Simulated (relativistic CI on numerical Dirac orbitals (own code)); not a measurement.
**Transition arrays of Cr IV**

Computed by Dirac-Coulomb-Breit CI, separate exchange-only KLI orbitals for each configuration, a model potential for QED, valence Slater integrals scaled by 0.9, whole transition arrays (own radial code, finite nucleus).

Configuration list (outside the closed core [Ne] 3s2): 3p⁶3d³, 3p⁶3d²4f, 3p⁵3d⁴, 3p⁶3d²4p, 3p⁶3d²5f. Levels of other configurations are missing.

All E1 lines from the levels of 3p⁶3d³; mean and standard deviation are weighted by gf, and upper levels are sorted by their leading configuration.

```tsv
Upper configuration	Lines	Σgf	Mean (eV)	Mean (nm)	σ (eV)	Strongest line (nm)
3p⁶3d²4f	721	38.8	33.09	37.474	1.57	36.272
3p⁵3d⁴	1718	458.3	56.66	21.881	4.52	21.178
3p⁶3d²4p	466	31.9	18.55	66.851	1.30	65.306
3p⁶3d²5f	721	20.6	37.67	32.915	1.73	33.835
```

Σgf per state of the lower configuration in bins of 2 nm over the central range (centre: value): 19: 0.25, 21: 1.96, 23: 1.06, 25: 0.44, 27: 0.06, 29: 0.05, 31: 0.07, 33: 0.08, 35: 0.04, 37: 0.17, 39: 0.12, 63: 0.05, 65: 0.09.

Q: How do configuration mixing and the scaling of the Slater integrals move the arrays?

A: Slater scale 0.9, no configuration mixing: 3p⁶3d²4f 33.2 ± 1.6 eV (Σgf 50.7), 3p⁵3d⁴ 56.9 ± 4.4 eV (Σgf 427.9), 3p⁶3d²4p 18.5 ± 1.3 eV (Σgf 31.6), 3p⁶3d²5f 38.1 ± 1.6 eV (Σgf 29.6); Slater scale 1: 3p⁶3d²4f 33.1 ± 1.7 eV (Σgf 39.2), 3p⁵3d⁴ 57.7 ± 5.0 eV (Σgf 469.3), 3p⁶3d²4p 18.6 ± 1.4 eV (Σgf 31.9), 3p⁶3d²5f 37.8 ± 1.7 eV (Σgf 18.1); Slater scale 0.8: 3p⁶3d²4f 33.1 ± 1.4 eV (Σgf 40.2), 3p⁵3d⁴ 55.6 ± 4.0 eV (Σgf 447.5), 3p⁶3d²4p 18.5 ± 1.2 eV (Σgf 31.8), 3p⁶3d²5f 37.8 ± 1.5 eV (Σgf 21.1). With mixing, levels are counted to their leading configuration, so an array can shrink or vanish into another, and the sums then hold other lines.
